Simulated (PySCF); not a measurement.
# C₆ coefficients of unlike pairs at HSE06

Calculated with PySCF 2.14 from the dipole response of each species, C₆(A,B) = (3/π) ∫ α_A(iu) α_B(iu) du, in atomic units, from isotropic polarisabilities. For ions this is the dispersion term alone; charge-induced terms of lower order in 1/R come first.

```tsv
species	configuration	basis	relativity	α (bohr³)	C₆ (like pair)
Tc	[Kr] 4d5 5s2 (6S)	aug-cc-pVDZ-PP with ECP28MDF (5s5p4d2f)	core potential	88.02	1006
Cu⁺	[Ar] 3d10 (1S)	dyall-av2z (16s12p7d2f)	none	6.381	20.13
Cl⁻	[Ar] (1S)	aug-cc-pCVTZ-DK with one added diffuse shell each of s, p, d, f type (9s8p6d4f)	spin-free X2C	38.84	339.8
Br	[Ar] 3d10 4s2 4p5 (2P)	x2c-TZVPPall with one added diffuse shell each of s, p, d type (7s6p5d1f)	spin-free X2C	21.31	171.7
```

Problem. Estimate C₆ for Cu⁺ with Tc.

Solution. The integral gives 120.4. The combination rule 2 C_A C_B / (C_A α_B/α_A + C_B α_A/α_B) gives 115.5 and the geometric mean 142.3.

No spin-orbit coupling is included.

The other pairs:

| pair | C₆ |
| --- | --- |
| Cl⁻, Cu⁺ | 76.23 |
| Br, Tc | 380.4 |
| Cl⁻, Tc | 569.1 |
| Br, Cu⁺ | 56.68 |
| Br, Cl⁻ | 237.1 |
